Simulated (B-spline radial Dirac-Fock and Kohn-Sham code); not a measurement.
**X-ray form factors of arsenic in several charge states**

Calculated with a radial finite-basis atomic code, using relativistic Hartree-Fock (Dirac-Fock) wave functions, averaged over the configuration.

Configurations: As⁶⁺ [Ar] 3d9; As⁷⁺ [Ar] 3d8; As⁹⁺ [Ar] 3d6; As¹⁰⁺ [Ar] 3d5. The first column is f₀ of As⁶⁺, the others are differences from it.

```
s (Å⁻¹)    As⁶⁺  Δ As⁷⁺  Δ As⁹⁺  Δ As¹⁰⁺
      0  27.000  -1.000  -3.000   -4.000
    0.1  26.415  -0.937  -2.833   -3.789
    0.2  24.782  -0.770  -2.385   -3.221
    0.3  22.413  -0.554  -1.789   -2.458
    0.4  19.699  -0.347  -1.191   -1.679
    0.5  16.987  -0.183  -0.693   -1.016
    0.7  12.423  -0.012  -0.116   -0.214
    0.9   9.407  +0.024  +0.049   +0.042
    1.1   7.639  +0.018  +0.053   +0.068
    1.4   6.241  +0.007  +0.029   +0.042
```
